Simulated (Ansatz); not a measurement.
`CC(C)(C)NN` + `C=CNCC` → `C=CN(CC)C(C)(C)C` + `NN`  (substitution at a C–N bond)

Program: Ansatz. Geometries: PBE0-D4/def2-TZVP. ΔE: electronic, gas phase. CBS: MP2 limit from def2 TZ/QZ plus the TZ coupled-cluster correction, frozen cores. This one scheme is used for every species. Functionals use def2-TZVPP. B3LYP here is the variant with VWN-RPA as its local correlation; programs differ in this. Each species was taken in one conformer, which may not be the lowest.

`CC(C)(C)NN`:

Cartesian coordinates in Å:
```
C 1.463 0.154 -0.149
C -0.004 -0.265 -0.045
C -0.300 -1.369 -1.048
C -0.312 -0.740 1.367
N -0.920 0.834 -0.375
N -0.694 1.990 0.399
H 1.697 0.506 -1.159
H 1.685 0.955 0.560
H 2.128 -0.683 0.075
H -1.351 -1.661 -0.994
H 0.317 -2.247 -0.847
H -0.087 -1.042 -2.071
H -1.345 -1.087 1.432
H -0.179 0.079 2.075
H 0.353 -1.559 1.651
H -0.843 1.033 -1.368
H -1.574 2.469 0.529
H -0.035 2.631 -0.031
```

`C=CNCC`:

```xyz
14

C     0.197    1.007   -2.227
C    -0.370    0.282   -1.262
N    -0.606    0.668    0.037
C    -0.643   -0.333    1.080
C     0.716   -0.900    1.462
H     0.251    0.623   -3.236
H     0.592    2.001   -2.044
H    -0.748   -0.714   -1.486
H    -0.155    1.530    0.303
H    -1.127    0.107    1.956
H    -1.301   -1.138    0.738
H     1.202   -1.359    0.598
H     1.376   -0.114    1.838
H     0.617   -1.659    2.243
```

`C=CN(CC)C(C)(C)C`:

Z-matrix (Å, degrees):
```
C
C 1 1.524
N 1 1.445 2 115.2
H 1 1.094 2 109.5 3 120.2
H 1 1.090 2 110.0 3 -124.1
H 2 1.092 1 111.5 3 68.6
H 2 1.093 1 110.4 3 -171.8
H 2 1.091 1 110.9 3 -51.8
C 3 1.370 1 117.0 2 78.8
C 3 1.476 1 121.6 2 -80.3
C 9 1.341 3 128.8 1 4.5
H 9 1.084 3 113.7 1 -176.9
C 10 1.530 3 109.6 1 -142.2
C 10 1.532 3 110.9 1 96.7
C 10 1.524 3 110.5 1 -24.2
H 11 1.081 9 118.8 3 176.1
H 11 1.082 9 124.0 3 -3.0
H 13 1.092 10 109.8 3 175.3
H 13 1.092 10 110.3 3 55.6
H 13 1.091 10 112.7 3 -65.4
H 14 1.092 10 111.0 3 -61.9
H 14 1.092 10 110.9 3 58.0
H 14 1.093 10 110.7 3 177.9
H 15 1.091 10 108.7 3 -177.4
H 15 1.092 10 111.5 3 -58.7
H 15 1.091 10 112.4 3 63.8
```

`NN`:

```xyz
6

N    -0.345   -0.225    0.616
N    -0.087    0.255   -0.690
H     0.472   -0.646    1.046
H    -0.637    0.555    1.188
H     0.874    0.552   -0.816
H    -0.276   -0.492   -1.344
```

```tsv
level	ΔE (kJ/mol)
B3LYP-D4	19.4
CCSD(T)/def2-TZVPP	15.6
HF/CBS(def2)	45.6
CCSD/CBS(def2)	21.2
```

**Question.** What does CCSD(T)/CBS give? (An estimate is asked.)

**Answer.** Computed: +16.4 kJ/mol. The listed levels differ from it by 3.0, -0.8, 29.2, 4.8 kJ/mol.

Largest T1 diagnostic among the species: 0.011.

The D4 term adds −17.6 kJ/mol with B3LYP and −10.8 kJ/mol with PBE0; it sums over pairs of atoms, weighted by their polarisabilities, and B3LYP, whose exchange is more repulsive, gets the larger term. In def2-TZVPP, CCSD(T) changes the Hartree–Fock value by −30.1 kJ/mol (the triples alone add −4.7 kJ/mol) and MP2 by −35.1 kJ/mol.
